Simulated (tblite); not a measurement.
Question: Give a GFN2-xTB geometry of `[O]C1=CC=CC=C1S` [radical]. (Doublet state.)

Answer: 
```xyz
13
C6H5OS angstrom
O      1.456    1.852    0.619
C      0.614    0.979    0.344
C     -0.798    1.112    0.545
C     -1.655    0.104    0.215
C     -1.188   -1.103   -0.337
C      0.158   -1.298   -0.559
C      1.057   -0.295   -0.233
S      2.759   -0.395   -0.452
H     -1.150    2.040    0.968
H     -2.716    0.229    0.377
H     -1.894   -1.879   -0.589
H      0.522   -2.221   -0.984
H      2.830    0.875    0.069
```

Any rigid rotation of these coordinates is as good. Atoms count from 1 in this order. Of the pairs four or more bonds apart, O1···H13 is among the closest relative to their van der Waals radii: 1.77 Å, 65 % of the sum of Bondi's values. The 6-membered ring C2–C3–C4–C5–C6–C7 has internal angles of 115.7° to 121.6°; it is planar, 0.00 Å rms from its mean plane, widest ring torsion 0°. C2 (carbon bonded to 2 C and O) is planar (angles 124.8°, 119.5° and 115.7°, sum 360.0°, 0.00 Å off the plane of its three neighbours). The 8 heavy atoms lie in one plane (0.001 Å rms).

Bonds between heavy atoms (Å): O1–C2 1.244, C2–C3 1.432, C3–C4 1.363, C4–C5 1.407, C5–C6 1.378, C6–C7 1.386, C7–S8 1.719, C2–C7 1.467.

The geometry is computed with GFN2-xTB (gas phase). This method treats the open shell by occupation alone, without spin polarisation.

Point group: Cs (every atom within 0.08 Å of its image). Its GFN2-xTB frequencies are all real (lowest 132 cm⁻¹). Torsions: C6–C7–S8–H 180°. 2 starts were optimised and ended at 0.00 and 6.81 kcal/mol (GFN2-xTB); the lowest of these is shown.

One conformer stands for the species.
